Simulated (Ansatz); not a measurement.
System: SbH$_{3}$, charge 0, multiplicity 1. 
Geometry from a B3LYP-D3(BJ)/def2-TZVP (Ansatz, a first-principles code) optimisation:
```
Sb
H 1 1.7138
H 1 1.7138 2 91.40
H 1 1.7138 2 91.40 3 91.44
```

Wanted: atomisation energy (electronic, to ground-state atoms), in kcal/mol. Cores are frozen in the correlated levels unless marked. UHF or UKS for open shells. Spin-orbit coupling is left out. Frozen are the shells of the preceding noble gas and the d and f shells that filled before the atom's block. Past Kr the def2 sets carry scalar-relativistic core potentials. STO-3G rows are all-electron and non-relativistic. The coupled-cluster limit lacks core correlation, which all-electron functionals hold. Basis-set limits of correlation are two-point, X^-3; Hartree-Fock from the larger set.

```json
[
 {"level": "HF/def2-QZVPPD", "program": "Ansatz", "atomisation energy (kcal/mol)": "128.3"},
 {"level": "BLYP-D4/def2-TZVPD", "program": "Ansatz + dftd4", "atomisation energy (kcal/mol)": "201.2"},
 {"level": "PBE0/def2-TZVP", "program": "Ansatz", "atomisation energy (kcal/mol)": "190.7"},
 {"level": "PBE0/def2-TZVPD", "program": "Ansatz", "atomisation energy (kcal/mol)": "190.8"}
]
```

**Question.** What does CCSD(T)/CBS(def2-TZVPPD,def2-QZVPPD) (Ansatz) give?

**Answer.** 194.8 kcal/mol
